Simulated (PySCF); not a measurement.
# Two-component Hartree-Fock for Os(39+) (osmium, charge +39)

Start: [Kr] 4d1; 4d3/2 filled at m_j = +3/2. Calculated with PySCF 2.14 in an uncontracted even-tempered set (16 s from 4.6 bohr⁻², ratio 2.8; 14 p from 5.9 bohr⁻², ratio 2.8; 9 d from 5.9 bohr⁻², ratio 2.8; 3 f from 21 bohr⁻², ratio 3): generalised Hartree-Fock with the X2C-1e Hamiltonian and a Gaussian nucleus; one run each with spin-orbit coupling (SO) switched off, then screened by Boettger's factors.

| spinor shell | electrons | ε, spin-free (eV) | ε, screened SO (eV) | weight of nominal j (screened SO) | rms radius, screened SO (bohr) |
| --- | --- | --- | --- | --- | --- |
| 1s1/2 | 2 | -76035.9 | -76010.5 | 1.000 | 0.0201 |
| 2s1/2 | 2 | -14840.5 | -14832.0 | 1.000 | 0.0810 |
| 2p1/2 | 2 | -13157.3 | -14256.0 | 1.000 | 0.0687 |
| 2p3/2 | 4 | -13157.3 | -12716.6 | 1.000 | 0.0763 |
| 3s1/2 | 2 | -4812.1 | -4809.0 | 1.000 | 0.205 |
| 3p1/2 | 2 | -4305.9 | -4555.0 | 1.000 | 0.196 |
| 3d3/2 | 4 | -3745.4 | -3790.1 | 1.000 | 0.185 |
| 3d5/2 | 6 | -3745.4 | -3712.6 | 1.000 | 0.189 |
| 4s1/2 | 2 | -2159.0 | -2157.8 | 1.000 | 0.431 |
| 4p1/2 | 2 | -1967.7 | -2048.0 | 1.000 | 0.427 |
| 4p3/2 | 4 | -1967.7 | -1934.1 | 1.000 | 0.453 |
| 4d3/2 | 1 | -1765.0 | -1778.4 | 1.000 | 0.434 |

Question: Where does 3p3/2 lie, and what is the 3p spin-orbit splitting (screened SO)?

Answer: At -4203.3 eV, 351.71 eV above 3p1/2.

```csv
quantity,spin-free,screened SO
E (hartree),-16304.75784,-16328.17114
M_J,3/2,3/2
⟨J²⟩,4.284,3.751
⟨L²⟩,6.002,6.094
⟨S²⟩,0.750,0.842
```

Each row is a mean over spinors that exchange with the open shell spreads, by up to 13.332 eV (4p1/2).

Breit and QED terms are absent; they matter most for the inner s and p1/2 levels.

Densities and radii are taken from the X2C orbitals without a picture-change correction, which distorts them close to the nucleus.

Without spin-orbit coupling the j labels of p, d and f shells carry no meaning; the spin-free column gives the mean over the occupied spinors of each nl shell, and its ⟨J²⟩ belongs to a mixture of degenerate components.
